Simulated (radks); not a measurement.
The numbers below are computed, except where a source is named.
Q: Species: Sn. Configuration: [Kr] 4d10 5s2 5p1 6s1 (not the ground configuration). Level of theory: scalar-relativistic Kohn-Sham, BLYP, spin-unpolarised, spherical densities, finite nucleus; Fermi nuclear charge, rms radius 4.6519 fm (a radial shooting solver on a logarithmic mesh with Libxc functionals). Some entries of the table are withheld. Estimate them.

orbital  occ.  eigenvalue (eV)  <1/r> (bohr^-1)
1s          2        -29020.65              (1)
2s          2              (2)            12.11
2p          6              (3)            11.65
3s          2        -848.6685            4.300
3p          6        -702.4055            4.095
3d         10        -477.0816            3.865
4s          2              (4)            1.697
4p          6              (5)            1.540
4d         10         -29.3414            1.218
5s          2         -13.6195           0.5557
5p          1          -6.1965           0.4266
6s          1          -1.5651              (6)

A: 
(1) 1s <1/r> (bohr^-1): 53.08
(2) 2s eigenvalue (eV): -4384.228
(3) 2p eigenvalue (eV): -3936.625
(4) 4s eigenvalue (eV): -137.3998
(5) 4p eigenvalue (eV): -93.1793
(6) 6s <1/r> (bohr^-1): 0.1764
